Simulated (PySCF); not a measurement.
C₂H₅ClOSi₂.

```xyz
11

O     -3.3469    -0.0692     1.4797
Si    -2.7957    -0.6938     0.0399
C     -0.9542    -0.6080    -0.0540
C      0.2673    -0.5276    -0.1080
Si     2.0913    -0.4208    -0.1891
Cl     2.6541     1.5483    -0.5382
H     -3.0820     0.8305     1.7056
H     -3.3243     0.0454    -1.1402
H     -3.2198    -2.1121     0.0117
H      2.6753    -0.8537     1.1039
H      2.5882    -1.2604    -1.3065
```

Geometry: B3LYP-D3(BJ)/def2-SVP. The structure was generated by enumeration, and PubChem lists no compound with its InChIKey, so it may never have been made. One conformer was computed; it need not be the lowest.

These are PySCF with PBE0/pcSseg-1 values and carry that method's errors. Non-relativistic, no solvent.

Computed absolute GIAO shielding of each atom: isotropic value and principal components (ppm):
| atom | σ(iso) | σ11 | σ22 | σ33 | span |
|---|---|---|---|---|---|
| O1 | 312.6 | 288.6 | 308.0 | 341.1 | 52.5 |
| Si2 | 399.4 | 350.3 | 384.1 | 463.7 | 113.4 |
| C3 | 61.7 | -39.2 | -29.5 | 253.8 | 293.1 |
| C4 | 71.0 | -29.7 | -13.7 | 256.5 | 286.2 |
| Si5 | 393.8 | 363.8 | 373.5 | 444.0 | 80.1 |
| Cl6 | 978.0 | 901.7 | 997.1 | 1035.1 | 133.4 |
| H7 | 30.2 | 22.3 | 26.0 | 42.4 | 20.1 |
| H8 | 26.3 | 22.9 | 25.1 | 30.8 | 7.9 |
| H9 | 26.5 | 23.3 | 25.0 | 31.2 | 7.9 |
| H10 | 26.1 | 22.3 | 24.7 | 31.4 | 9.1 |
| H11 | 26.2 | 22.3 | 24.7 | 31.5 | 9.2 |
